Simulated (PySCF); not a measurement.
## From computed data to an observable: refractive index and permittivity of the vapour

Se(SiH3)2 (H6SeSi2), SMILES [SiH3][Se][SiH3].

Geometry: PBE0-D3(BJ)/def2-SVP.

PySCF with B3LYP/def2-TZVPD gives a mean static polarisability of 87.9 bohr³ and a dipole moment of 0.81 D. Take an ideal gas at 298.15 K and 0.1 bar, whether or not the substance is that volatile.

### Question
Work out n − 1 in the optical limit and the static ε − 1.

### Answer

Polarisability volume α' = 87.9 × 0.148185 = 13.03 Å³. Number density N = p/kT = 2.43e-6 Å⁻³.
Dilute limit of Lorentz–Lorenz: n − 1 = 2π N α' = 0.00020.
Orientation term of Debye: μ²/(3kT) = 8.098 Å³ × μ²(D²) = 5.31 Å³.
ε − 1 = 4π N (α' + μ²/3kT) = 0.00056. Orientation of the dipole supplies 29 % of the static response; it can't follow optical fields. Vibrational polarisation and dispersion are left out.
